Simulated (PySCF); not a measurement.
Shieldings and the share of exact exchange

Molecule: SMILES C[SiH2]C=O, C$_{2}$H$_{6}$OSi.

Numbering as in the mapped SMILES `[CH3:1][SiH2:2][CH:3]=[O:4]`. Each H is labelled by its parent atom.

GIAO shieldings (ppm, equivalent atoms averaged) in PySCF on the PBE0-D3(BJ)/def2-SVP geometry, basis pcSseg-2, gas phase, non-relativistic:

| functional | exact exchange (%) | σ(C3) | σ(Si2) |
| --- | --- | --- | --- |
| BLYP | 0 | -77.7 | 370.1 |
| BP86 | 0 | -73.2 | 381.3 |
| PBE | 0 | -74.7 | 382.7 |
| B3LYP | 20 | -74.3 | 381.1 |
| mPW1PW91 | 25 | -70.0 | 394.1 |
| BHandHLYP | 50 | -68.1 | 397.7 |
| HF | 100 | -53.7 | 429.7 |

(1) Fit each shielding as a line in the percentage of exact exchange.

(2) What does the line predict for PBE0 (25 %), and what does the run give?

Answers

(1) σ(C3) = -76.0 + 0.21 x (rms 2.0 ppm); σ(Si2) = 376.9 + 0.51 x (rms 5.1 ppm). The functionals also differ in their semilocal parts, which the line can't hold; Hartree–Fock has no correlation at all.

(2) σ(C3): -70.8 predicted, -69.9 computed; σ(Si2): 389.6 predicted, 395.9 computed ppm.
